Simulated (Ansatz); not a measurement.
**Strength of the Si–C bond: C3H10OSi → C2H7OSi + CH3**

Gas-phase species: C3H10OSi `CO[SiH](C)C`, singlet; C2H7OSi `CO[SiH]C`, doublet; CH3 (methyl radical) `[CH3]`, doublet. The bond broken is the one whose loss leaves C2H7OSi `CO[SiH]C`, relaxed to its own shape; its unpaired electron may spread away from that site.

Shapes, held fixed at every level: PBE0-D4/def2-TZVP. Flexible molecules stand in one conformer, not always the lowest. Programs: Ansatz 0.2.0. The zero-point and thermal change to 298 K, harmonic and unscaled (PBE0-D4/def2-TZVP), is -15.9 kJ/mol.

| level | kind | ΔH(298 K) (kJ/mol) | less CCSD(T)/CBS estimate |
| --- | --- | --- | --- |
| MP2/def2-SVP | perturbation theory | +380.5 | -9.6 |
| HF/def2-TZVPP | Hartree–Fock | +275.1 | -115.0 |
| PBE-D4/def2-TZVPP | GGA | +371.4 | -18.7 |
| r2SCAN0-D4/def2-TZVPP | global hybrid | +359.3 | -30.8 |
| wB97M-V/def2-TZVPP | range-separated hybrid | +395.8 | +5.7 |
| CCSD(T)/def2-SVP | coupled cluster or CI | +369.6 | -20.5 |
| CCSD/def2-TZVPP | coupled cluster or CI | +373.2 | -16.9 |
| CCSD(T)/CBS estimate | coupled cluster or CI | +390.1 | 0.0 |

The highest level, CCSD(T)/CBS estimate, gives ΔH(298 K) = +390.1 kJ/mol; the levels span +275.1 to +395.8. The column of differences is taken from that level and isn't an error. Hartree–Fock misses the correlation of the pair that is broken and comes out low. No measured value is set beside it here. Open shells run unrestricted. The CBS estimate extrapolates MP2 from def2-TZVPP and def2-QZVPP and adds CCSD(T) − MP2 in the triple-zeta set, cores frozen.
